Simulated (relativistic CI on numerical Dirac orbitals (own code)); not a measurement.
Radial parameters of Ir XXXIX

Calculated at this level of theory: Dirac-Coulomb-Breit CI, separate exchange-only KLI orbitals for each configuration, model QED, unscaled Slater integrals (own radial code, finite nucleus).

Slater integrals F^k, G^k are unscaled and averaged over j, outside the closed core [Ar] 3d10; ζ comes from projecting the Hamiltonian with its Breit term on Σ l·s of the shell.

- 4s²4p⁶4d³: F^2(4d,4d) = 251320, F^4(4d,4d) = 171250, ζ(4d) = 73813 cm⁻¹; <r>(4d) = 0.3989, <r^2>(4d) = 0.1819 (bohr units).
- 4s²4p⁶4d²4f: F^2(4d,4d) = 251150, F^4(4d,4d) = 171130, ζ(4d) = 73733, F^2(4d,4f) = 253250, F^4(4d,4f) = 164800, G^1(4d,4f) = 255440, G^3(4d,4f) = 178020, G^5(4d,4f) = 131410, ζ(4f) = 13256 cm⁻¹; <r>(4d) = 0.3992, <r^2>(4d) = 0.1822, <r>(4f) = 0.3724, <r^2>(4f) = 0.1569 (bohr units).
- 4s²4p⁵4d⁴: ζ(4p) = 592070, F^2(4d,4d) = 251260, F^4(4d,4d) = 171200, F^2(4p,4d) = 251970, G^1(4p,4d) = 312000, G^3(4p,4d) = 200080, ζ(4d) = 73535 cm⁻¹; <r>(4p) = 0.3982, <r^2>(4p) = 0.1796, <r>(4d) = 0.3989, <r^2>(4d) = 0.1819 (bohr units).

Problem. Give the Racah parameters of the d shell in 4s²4p⁶4d³.

Solution. B = F²/49 − 5F⁴/441 = 3187 cm⁻¹ and C = 35F⁴/441 = 13591 cm⁻¹.

Averages of the first 10 configurations, taken without configuration mixing, which lowers the lowest level and can move excited configurations by several eV; other configurations of the list can lie among them:

```json
{"Configuration": "4s²4p⁶4d³", "Parity": "even", "States": "120", "Average energy above the lowest level (eV)": "44.4"}
{"Configuration": "4s²4p⁶4d²4f", "Parity": "odd", "States": "630", "Average energy above the lowest level (eV)": "265.4"}
{"Configuration": "4s²4p⁵4d⁴", "Parity": "odd", "States": "1260", "Average energy above the lowest level (eV)": "272.2"}
{"Configuration": "4s4p⁶4d⁴", "Parity": "even", "States": "420", "Average energy above the lowest level (eV)": "465.7"}
{"Configuration": "4s4p⁶4d³4f", "Parity": "odd", "States": "3360", "Average energy above the lowest level (eV)": "684.4"}
{"Configuration": "4s²4p⁶4d²5s", "Parity": "even", "States": "90", "Average energy above the lowest level (eV)": "573.1"}
{"Configuration": "4s²4p⁶4d4f5s", "Parity": "odd", "States": "280", "Average energy above the lowest level (eV)": "793.7"}
{"Configuration": "4s²4p⁶4d²5p", "Parity": "odd", "States": "270", "Average energy above the lowest level (eV)": "655.0"}
{"Configuration": "4s²4p⁶4d²5d", "Parity": "even", "States": "450", "Average energy above the lowest level (eV)": "757.9"}
{"Configuration": "4s²4p⁵4d³5s", "Parity": "odd", "States": "1440", "Average energy above the lowest level (eV)": "799.1"}
```
